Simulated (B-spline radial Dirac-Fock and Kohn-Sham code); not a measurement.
# How the levels of lanthanum move as electrons are removed

The computed values come from a B-spline atomic structure program: multi-electron Dirac-Fock with separately optimised hole states, Breit and Lamb-shift corrections added in first order. Each ion is free and in its tabulated ground configuration. No correlation.

Reference: La¹⁸⁺, [Kr] 4d3, with L1 (2s) 6741.3 eV, M1 (3s) 1817.9 eV, M2 (3p1/2) 1658.9 eV, M4 (3d3/2) 1301.4 eV, M5 (3d5/2) 1284.2 eV. Shifts from it, in eV (a dash: the subshell is empty, belongs to an open shell averaged over j, or its hole state is left out as unreliable):

```csv
ion,configuration,L1 (2s),M1 (3s),M2 (3p1/2),M4 (3d3/2),M5 (3d5/2)
La¹⁹⁺,[Kr] 4d2,+45.2,+41.9,+42.0,+42.2,+42.1
La²⁰⁺,[Kr] 4d1,+91.6,+84.7,+85.0,+85.4,+85.2
La²¹⁺,[Ar] 3d10 4s2 4p6,+139.1,+128.5,+129.0,+129.5,+129.3
La²²⁺,[Ar] 3d10 4s2 4p5,+188.4,+173.5,+174.0,+175.2,+174.9
La²³⁺,[Ar] 3d10 4s2 4p4,+238.5,+219.2,+219.6,+221.7,+221.3
La²⁴⁺,[Ar] 3d10 4s2 4p3,+289.6,+265.6,–,+268.8,+268.4
La²⁵⁺,[Ar] 3d10 4s2 4p2,+341.6,+312.6,+312.9,+316.7,+316.2
La²⁶⁺,[Ar] 3d10 4s2 4p1,+394.4,+360.4,+360.6,+365.3,+364.8
La²⁷⁺,[Ar] 3d10 4s2,+448.1,+408.8,+409.0,+414.7,+414.0
```
